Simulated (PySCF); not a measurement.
**One molecule, a ladder of functionals, a line**

Molecule: SMILES C1N(B)[C@H]1C, C3H8BN.

Molfile (atoms numbered from 1):
```
C3H8BN
     RDKit          3D

 13 13  0  0  0  0  0  0  0  0999 V2000
    1.5890    0.6129    0.4867 B   0  0  0  0  0  0  0  0  0  0  0  0
    0.5581   -0.2716    0.2416 N   0  0  0  0  0  0  0  0  0  0  0  0
    0.0993   -1.4302   -0.4403 C   0  0  0  0  0  0  0  0  0  0  0  0
   -0.8080   -0.6168    0.4358 C   0  0  2  0  0  0  0  0  0  0  0  0
   -1.8784    0.2688   -0.1385 C   0  0  0  0  0  0  0  0  0  0  0  0
    2.6649    0.4143   -0.0298 H   0  0  0  0  0  0  0  0  0  0  0  0
    1.3817    1.5586    1.2137 H   0  0  0  0  0  0  0  0  0  0  0  0
    0.4558   -2.4041   -0.0828 H   0  0  0  0  0  0  0  0  0  0  0  0
   -0.0247   -1.3585   -1.5279 H   0  0  0  0  0  0  0  0  0  0  0  0
   -1.0415   -1.0493    1.4193 H   0  0  0  0  0  0  0  0  0  0  0  0
   -2.0568    1.1364    0.5151 H   0  0  0  0  0  0  0  0  0  0  0  0
   -1.5811    0.6447   -1.1285 H   0  0  0  0  0  0  0  0  0  0  0  0
   -2.8272   -0.2797   -0.2414 H   0  0  0  0  0  0  0  0  0  0  0  0
  1  2  1  0
  2  3  1  0
  3  4  1  0
  4  5  1  0
  4  2  1  0
  1  6  1  0
  1  7  1  0
  3  8  1  0
  3  9  1  0
  4 10  1  1
  5 11  1  0
  5 12  1  0
  5 13  1  0
M  END
```

GIAO shieldings (ppm, equivalent atoms averaged) in PySCF on the PBE0-D3(BJ)/def2-SVP geometry, basis pcSseg-2, gas phase, non-relativistic:

| functional | exact exchange (%) | σ(B1) | σ(N2) | σ(C4) | σ(C3) |
| --- | --- | --- | --- | --- | --- |
| BLYP | 0 | 58.0 | 107.0 | 141.5 | 144.1 |
| BP86 | 0 | 60.4 | 112.1 | 146.1 | 148.3 |
| PBE | 0 | 59.4 | 111.1 | 146.1 | 148.4 |
| B3LYP | 20 | 61.1 | 118.4 | 147.4 | 149.5 |
| PBE0 | 25 | 63.5 | 125.3 | 152.9 | 154.6 |
| BHandHLYP | 50 | 66.2 | 134.6 | 155.1 | 156.6 |
| HF | 100 | 76.7 | 161.0 | 166.6 | 167.4 |

(1) Fit each shielding as a line in the percentage of exact exchange.

(2) What does the line predict for mPW1PW91 (25 %), and what does the run give?

## Answers

(1) σ(B1) = 58.8 + 0.17 x (rms 1.0 ppm); σ(N2) = 110.1 + 0.51 x (rms 1.9 ppm); σ(C4) = 144.7 + 0.22 x (rms 1.9 ppm); σ(C3) = 147.0 + 0.20 x (rms 1.7 ppm). The functionals also differ in their semilocal parts, which the line can't hold; Hartree–Fock has no correlation at all.

(2) σ(B1): 63.0 predicted, 63.5 computed; σ(N2): 122.8 predicted, 125.4 computed; σ(C4): 150.2 predicted, 152.2 computed; σ(C3): 152.0 predicted, 154.0 computed ppm.
